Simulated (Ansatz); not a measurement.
`[O]=[W]([F])([F])([F])[F]`, charge 0, multiplicity 1.

Problem. Give a relaxed structure at PBE0-D4/def2-TZVP (Ansatz 0.2.0). (Estimate.)

Solution. Ansatz gave: 
Cartesian coordinates in Å:
```
O 1.602 -0.045 0.605
W 0.040 -0.001 0.015
F -0.734 1.482 0.800
F -0.952 -0.997 1.214
F -0.094 -1.459 -1.113
F 0.137 1.020 -1.522
```
Point group C4v.
